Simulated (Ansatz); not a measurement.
Born–Oppenheimer molecular dynamics of a periodic cell of 17 atoms, Y (host Y, host structure hcp, interstitial Y). It goes on from the last frame of an earlier run, with new velocities.

Computed with Ansatz, DFT LDA, scalar-relativistic, plane waves, PAW. Settings: accuracy low, cutoff 420 eV, k mesh 2x2x1, fermi-dirac smearing 0.1 eV, no spin polarisation.

- ensemble: NVT, Langevin thermostat
- time step: 3 fs
- steps asked: 230
- set temperature: 1260 K
- friction: 0.05 /fs
- seed: 157167

First frame:

```xyz
17
Lattice="-3.6500 -6.3220 0.0000 5.4750 -3.1610 0.0000 0.0000 0.0000 11.4683" Properties=species:S:1:pos:R:3
Y -0.492 -6.194 -0.606
Y -0.295 -4.189 2.871
Y 0.125 -6.498 5.769
Y 0.014 -4.150 8.383
Y -1.622 -3.075 -0.361
Y 3.836 -4.140 3.043
Y -1.339 -3.123 5.571
Y 3.490 -4.060 8.356
Y 1.556 -2.727 -0.629
Y 2.130 -1.140 2.413
Y 1.980 -3.357 5.470
Y 1.929 -1.076 8.204
Y -0.450 0.422 0.333
Y 1.935 -7.485 3.151
Y 0.253 0.063 5.552
Y 1.861 -7.756 8.688
Y 1.643 -5.386 0.839
```

(1) What does the run give?

(2) What happens to the structure?

(3) How do temperature and energy run in time?

Results:

(1) All steps were run.

* steps done: 230
* time covered: 690 fs
* mean temperature over the second half: 1257 K
* spread of the potential energy over the second half: 11.2 meV per atom
* mean potential energy of the second half above the start: 62.9 meV per atom

A run of 0.69 ps of so small a system gives no equilibrium averages. Limits of this set-up: coarse k mesh, low accuracy level.

(2) Mean squared displacements from the first frame to the last, about the centre of mass: Y 0.29 Å². This is one draw of velocities; another would differ in detail.

(3) 
```csv
time (fs),T (K),potential energy less start (eV)
0.0,1186,0.000
33.0,1812,0.162
66.0,1654,0.962
99.0,1190,0.982
132.0,1278,1.252
165.0,1015,0.809
198.0,1202,0.507
231.0,939,0.248
264.0,1138,-0.068
297.0,901,-0.029
330.0,902,0.459
363.0,931,1.006
396.0,1089,0.685
429.0,1114,1.103
462.0,1054,1.244
495.0,1358,1.277
528.0,1282,0.983
561.0,911,0.997
594.0,1689,0.995
627.0,1526,1.370
660.0,1508,1.147
```

Run time: 28 min on 2 threads of Intel(R) Xeon(R) Platinum 8175M CPU @ 2.50GHz (Skylake/Cascade Lake), on a shared host, peak memory 1.2 GiB.
